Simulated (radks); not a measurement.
The numbers below are computed, except where a source is named.
The zinc ion Zn7+, 23 electrons, occupied as [Ar] 3d5. Code: a radial shooting solver on a logarithmic mesh with Libxc functionals. Model: scalar-relativistic Kohn-Sham, LDA (Slater exchange, Perdew-Wang correlation), spin-polarised, spherical densities, finite nucleus; open shells are filled with parallel spins first; Fermi nuclear charge, rms radius 3.9283 fm.

Unscreened Slater integrals over Kohn-Sham orbitals (cm^-1). They are taken over the spin-up orbitals.

integral,value
"F0(3d,3d)",299190
"F2(3d,3d)",146110
"F4(3d,3d)",92543
"F0(3d,3p)",297510
"F2(3d,3p)",144550
"G1(3d,3p)",173450
"G3(3d,3p)",108660
"F0(3d,3s)",300010
"G2(3d,3s)",133150
"F0(3d,2p)",399380
"F2(3d,2p)",91026
"G1(3d,2p)",72960
"G3(3d,2p)",41597
"F0(3p,3p)",298950
"F2(3p,3p)",150600
"F0(3p,3s)",301200
"G1(3p,3s)",199570
"F0(3p,2p)",403270
"F2(3p,2p)",85731
"G0(3p,2p)",33685
"G2(3p,2p)",35693
"F0(3s,3s)",303840
"F0(3s,2p)",402910
"G1(3s,2p)",35010
"F0(2p,2p)",1008800
"F2(2p,2p)",475910

Derived for the open shells (J is the average intra-shell exchange parameter used in DFT+U). 3d: Racah B = F2/49 - 5 F4/441 = 1933 cm^-1, C = 35 F4/441 = 7345 cm^-1, C/B = 3.80, F4/F2 = 0.633, J = (F2 + F4)/14 = 17050 cm^-1.
